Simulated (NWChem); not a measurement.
All runs are NWChem calculations. System: C$_{2}$F$_{3}$O, charge 1, spin multiplicity 1, at the geometry of a parent with another charge or spin, in a state set for the comparison that need not be this species' ground state. Level: RHF/def2-SVPD.

Output (cleaned and shortened):

```
             Northwest Computational Chemistry Package (NWChem) 7.3.0
             --------------------------------------------------------

                                NWChem Input Module
                                -------------------

 Scaling coordinates for geometry "geometry" by  1.889725989
 (inverse scale =  0.529177249)

                             Geometry "geometry" -> ""
                             -------------------------

 Output coordinates in angstroms (scale by  1.889725989 to convert to a.u.)

  No.       Tag          Charge          X              Y              Z
 ---- ---------------- ---------- -------------- -------------- --------------
    1 O                    8.0000     2.07001200     0.06108000    -0.03176100
    2 C                    6.0000     1.09521600    -0.51848100     0.25732300
    3 C                    6.0000    -0.35314000    -0.02675300     0.01273500
    4 F                    9.0000    -0.38640600     1.14495800    -0.60462200
    5 F                    9.0000    -0.96281700     0.08576600     1.18224700
    6 F                    9.0000    -0.98550400    -0.92152800    -0.72943100

 Effective nuclear repulsion energy (a.u.)     242.3951551831

            Nuclear Dipole moment (a.u.)
            ----------------------------
        X                 Y               Z
 ---------------- ---------------- ----------------
     0.0000170075     0.0000000000     0.0000113384


 Summary of "ao basis" -> "" (spherical)
 ------------------------------------------------------------------------------
       Tag                 Description            Shells   Functions and Types
 ---------------- ------------------------------  ------  ---------------------
 *                         def2-svpd                  on all atoms

 Summary of "ao basis" -> "ao basis" (spherical)
 ------------------------------------------------------------------------------
       Tag                 Description            Shells   Functions and Types
 ---------------- ------------------------------  ------  ---------------------
 O                         def2-svpd                 9       23   4s3p2d
 C                         def2-svpd                 8       20   4s2p2d
 F                         def2-svpd                 9       23   4s3p2d

                                 NWChem SCF Module
                                 -----------------

  ao basis        = "ao basis"
  functions       =   132
  atoms           =     6
  closed shells   =    23
  open shells     =     0
  charge          =   1.00
  wavefunction    = RHF
  use symmetry    = F
  symmetry adapt  = F

 Summary of "ao basis" -> "ao basis" (spherical)
 ------------------------------------------------------------------------------
       Tag                 Description            Shells   Functions and Types
 ---------------- ------------------------------  ------  ---------------------
 O                         def2-svpd                 9       23   4s3p2d
 C                         def2-svpd                 8       20   4s2p2d
 F                         def2-svpd                 9       23   4s3p2d

 Forming initial guess at       0.1s

      Superposition of Atomic Density Guess
      -------------------------------------

 Sum of atomic energies:        -447.83609396

 Renormalizing density from      47.00 to     46

      Non-variational initial energy
      ------------------------------

 Total energy =    -443.594397
 1-e energy   =   -1079.854711
 2-e energy   =     393.865159
 HOMO         =      -0.815471
 LUMO         =      -0.425416

 Starting SCF solution at       3.0s

 ----------------------------------------------
         Quadratically convergent ROHF

 Convergence threshold     :          1.000E-07
 Maximum no. of iterations :          100
 Final Fock-matrix accuracy:          1.000E-09
 ----------------------------------------------

              iter       energy          gnorm     gmax       time
             ----- ------------------- --------- --------- --------
                 1     -447.8130318477  2.61D+00  4.81D-01      3.8
                 2     -448.1150885904  6.00D-01  9.46D-02      4.7
                 3     -448.1409403533  2.78D-02  6.33D-03      6.4
                 4     -448.1410763554  3.51D-04  1.17D-04      9.6
                 5     -448.1410763735  1.01D-07  1.57D-08     14.1
                 6     -448.1410763735  6.42D-09  2.85D-09     15.9

       Final RHF  results
       ------------------

         Total SCF energy =   -448.141076373476
      One-electron energy =  -1089.920383799866
      Two-electron energy =    399.384152243295
 Nuclear repulsion energy =    242.395155183094

        Time for solution =     12.9s

             Final eigenvalues
             -----------------

              1
    1  -26.6232
    2  -26.6129
    3  -26.6124
    4  -21.0594
    5  -11.8653
    6  -11.7969
    7   -1.9953
    8   -1.8907
    9   -1.8877
   10   -1.8380
   11   -1.3208
   12   -1.1700
   13   -1.1106
   14   -1.1066
   15   -1.0991
   16   -0.9875
   17   -0.9848
   18   -0.9651
   19   -0.9506
   20   -0.9333
   21   -0.9315
   22   -0.9186
   23   -0.9156
   24   -0.3312
   25   -0.2312
   26   -0.0772
   27   -0.0332
   28   -0.0327
   29   -0.0282
   30    0.0118
   31    0.0279
   32    0.0288
   33    0.0366

                       ROHF Final Molecular Orbital Analysis
                       -------------------------------------

 Vector   21  Occ=2.000000D+00  E=-9.314801D-01
              MO Center= -6.4D-01, -6.2D-02,  5.4D-02, r^2= 2.3D+00
   Bfn.  Coefficient  Atom+Function         Bfn.  Coefficient  Atom+Function
  ----- ------------  ---------------      ----- ------------  ---------------
    93      0.334967  5 F  pz                70      0.283436  4 F  pz
   115      0.277128  6 F  py                91      0.253101  5 F  px
   114     -0.233559  6 F  px                96     -0.225799  5 F  pz
    73     -0.198072  4 F  pz               116      0.194503  6 F  pz
   118     -0.186786  6 F  py                94     -0.182419  5 F  px

 Vector   22  Occ=2.000000D+00  E=-9.185563D-01
              MO Center= -1.9D-01, -3.8D-01,  1.8D-01, r^2= 2.6D+00
   Bfn.  Coefficient  Atom+Function         Bfn.  Coefficient  Atom+Function
  ----- ------------  ---------------      ----- ------------  ---------------
   114      0.325148  6 F  px                91      0.314144  5 F  px
    25      0.257027  2 C  s                117     -0.234171  6 F  px
    94     -0.226276  5 F  px                 5      0.224849  1 O  px
    28     -0.205423  2 C  px                92     -0.188559  5 F  py
   115     -0.188682  6 F  py                29     -0.160606  2 C  py

 Vector   23  Occ=2.000000D+00  E=-9.156269D-01
              MO Center= -8.1D-01, -1.9D-02,  3.4D-03, r^2= 2.0D+00
   Bfn.  Coefficient  Atom+Function         Bfn.  Coefficient  Atom+Function
  ----- ------------  ---------------      ----- ------------  ---------------
    92      0.397711  5 F  py               116      0.370206  6 F  pz
    70     -0.318114  4 F  pz                95     -0.276562  5 F  py
   119     -0.257258  6 F  pz                73      0.220818  4 F  pz
   115     -0.177902  6 F  py                69     -0.170386  4 F  py

 Vector   24  Occ=0.000000D+00  E=-3.311770D-01
              MO Center=  1.1D+00, -5.2D-01,  2.6D-01, r^2= 1.8D+00
   Bfn.  Coefficient  Atom+Function         Bfn.  Coefficient  Atom+Function
  ----- ------------  ---------------      ----- ------------  ---------------
    27      0.593068  2 C  s                 26      0.471336  2 C  s
    29     -0.369321  2 C  py                46     -0.359270  3 C  s
    32     -0.313015  2 C  py                 4     -0.310490  1 O  s
     6      0.307025  1 O  py                48     -0.270257  3 C  px
     9      0.264204  1 O  py                51     -0.259668  3 C  px

 Vector   25  Occ=0.000000D+00  E=-2.312172D-01
              MO Center=  1.1D+00, -4.0D-01,  2.0D-01, r^2= 1.7D+00
   Bfn.  Coefficient  Atom+Function         Bfn.  Coefficient  Atom+Function
  ----- ------------  ---------------      ----- ------------  ---------------
    30      0.474100  2 C  pz                33      0.473934  2 C  pz
     7     -0.334500  1 O  pz                10     -0.315988  1 O  pz
    29      0.237296  2 C  py                32      0.236619  2 C  py
   113      0.178429  6 F  s                 90     -0.175605  5 F  s
    53      0.173690  3 C  pz                 6     -0.167686  1 O  py

 Vector   26  Occ=0.000000D+00  E=-7.724875D-02
              MO Center=  1.3D+00, -3.6D-01,  1.8D-01, r^2= 8.1D+00
   Bfn.  Coefficient  Atom+Function         Bfn.  Coefficient  Atom+Function
  ----- ------------  ---------------      ----- ------------  ---------------
    27      3.867302  2 C  s                 47      2.920703  3 C  s
     4     -2.069023  1 O  s                113     -1.372669  6 F  s
    90     -1.346997  5 F  s                 11      0.858198  1 O  px
    67     -0.726200  4 F  s                 26     -0.690850  2 C  s
    51     -0.480530  3 C  px                12      0.418063  1 O  py

 center of mass
 --------------
 x =  -0.04562127 y =   0.00600859 z =  -0.00294963

 moments of inertia (a.u.)
 ------------------
         317.440727247919          -9.315695409147           4.489697884308
          -9.315695409147         598.837875073252           0.323805446038
           4.489697884308           0.323805446038         599.023000030817

  Mulliken analysis of the total density
  --------------------------------------

    Atom       Charge   Shell Charges
 -----------   ------   -------------------------------------------------------
    1 O    8     8.22   1.99  1.16  0.71  0.01  2.65  1.50  0.11  0.03  0.06
    2 C    6     5.31   1.99  1.05  0.22 -0.04  1.68  0.35  0.08 -0.02
    3 C    6     4.00   1.99  0.90 -0.43 -0.06  1.70 -0.08  0.21 -0.24
    4 F    9     9.50   1.99  1.14  0.83  0.08  3.30  1.99  0.14  0.01  0.01
    5 F    9     9.49   1.99  1.14  0.83  0.06  3.31  2.01  0.13  0.01  0.01
    6 F    9     9.49   1.99  1.14  0.83  0.06  3.31  2.01  0.13  0.01  0.01

       Multipole analysis of the density wrt the origin
       ------------------------------------------------

     L   x y z        total         open         nuclear
     -   - - -        -----         ----         -------
     0   0 0 0      1.000000      0.000000     47.000000

     1   1 0 0      1.543619      0.000000      0.000017
     1   0 1 0     -0.783457      0.000000      0.000000
     1   0 0 1      0.387676      0.000000      0.000011

     2   2 0 0    -16.712147      0.000000    216.594806
     2   1 1 0     -1.863134      0.000000      3.962629
     2   1 0 1      0.919469      0.000000     -1.907698
     2   0 2 0    -19.731307      0.000000     75.544302
     2   0 1 1     -0.628341      0.000000     -0.307749
     2   0 0 2    -20.671890      0.000000     75.222476

 Task  times  cpu:       16.0s     wall:       16.0s

 Total times  cpu:       16.0s     wall:       16.0s
```

Task: Write an NWChem input that would produce this output.

Result: Several could match; the one computed here: 
```
start mol
memory heap 200 mb stack 900 mb global 1100 mb
charge 1
geometry units angstroms nocenter noautoz noautosym
  O      2.070012     0.061080    -0.031761
  C      1.095216    -0.518481     0.257323
  C     -0.353140    -0.026753     0.012735
  F     -0.386406     1.144958    -0.604622
  F     -0.962817     0.085766     1.182247
  F     -0.985504    -0.921528    -0.729431
end
basis spherical
  * library def2-svpd
end
scf
  rhf
  nopen 0
  maxiter 100
  thresh 1e-7
  semidirect memsize 60000000 filesize 0
end
task scf energy
```
